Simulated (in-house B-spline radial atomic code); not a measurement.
Settings and results of a run for Rb III (Rb2+). Computed with a radial B-spline atomic code at the basis-set limit: scalar-relativistic (X2C) PBE, spin-polarised, spherical fractional occupations, Fermi nucleus of rms radius 4.2036 fm.

Command:
```bash
python run_scf.py task.json out
```
Settings (nuclear radius in fm, mass in u):
```
Z                37
configuration    [Ar] 3d10 4s2 4p5
hamiltonian      x2c
method           pbe,pbe
spin_polarised   True
nucleus          fermi
rms_radius       4.2036
atomic_mass      84.91179
speed_of_light   137.035999084
```

Output (hartree, bohr):
```
 radial grid: 73 intervals, B-splines of order 8, outer radius 38.5185 bohr

 iter        energy (Eh)    residual
    1       -2977.609307    3.97e-01
    2       -2978.674527    1.84e-01
    3       -2979.482585    2.47e-02
    4       -2979.496455    7.51e-03
    5       -2979.497853    2.53e-03
    6       -2979.498023    3.70e-04
    7       -2979.498027    1.87e-04
    8       -2979.498027    3.26e-06
    9       -2979.498027    1.97e-07

 total energy                     -2979.49803
 kinetic                            3064.1964
 electron-nucleus                  -7169.6380
 Hartree                            1226.5868
 exchange-correlation               -100.6432

 orbital      occ     eigenvalue          <r>       <r^2>       <1/r>       r_max
 1s up      1.000      -552.5259    0.0398529  0.00215144     38.8638     0.02577
 1s down    1.000      -552.5223    0.0398527  0.00215142      38.864     0.02577
 2s up      1.000       -74.4585     0.177505   0.0372135     8.60404      0.1495
 2s down    1.000       -74.4564     0.177504   0.0372126       8.604      0.1495
 2p up      3.000       -66.0998      0.15494   0.0293823     8.25779      0.1194
 2p down    3.000       -66.0964     0.154942   0.0293825     8.25767      0.1194
 3s up      1.000       -11.6766     0.510403     0.29939     2.84033      0.4511
 3s down    1.000       -11.6723      0.51036    0.299305     2.84025      0.4511
 3p up      3.000        -8.9940     0.518577    0.314407      2.6603      0.4465
 3p down    3.000        -8.9891     0.518466    0.314213     2.66049      0.4466
 3d up      5.000        -4.5546     0.525022    0.337684     2.39092      0.3931
 3d down    5.000        -4.5489     0.524477    0.336767     2.39226      0.3931
 4s up      1.000        -1.8673       1.4224     2.29579    0.944225       1.252
 4s down    1.000        -1.8304      1.42307      2.3005    0.945192       1.249
 4p up      3.000        -1.2565      1.63396     3.06045    0.808245         1.4
 4p down    2.000        -1.2203      1.64129     3.09346    0.805905         1.4
```


One-electron X2C: radii and densities carry no picture-change correction, so inner-shell <1/r> comes out high (for 1s by about 2 % at Z = 33, 5 % at 54, 10 % at 75, 30 % at 118) and <r> low.
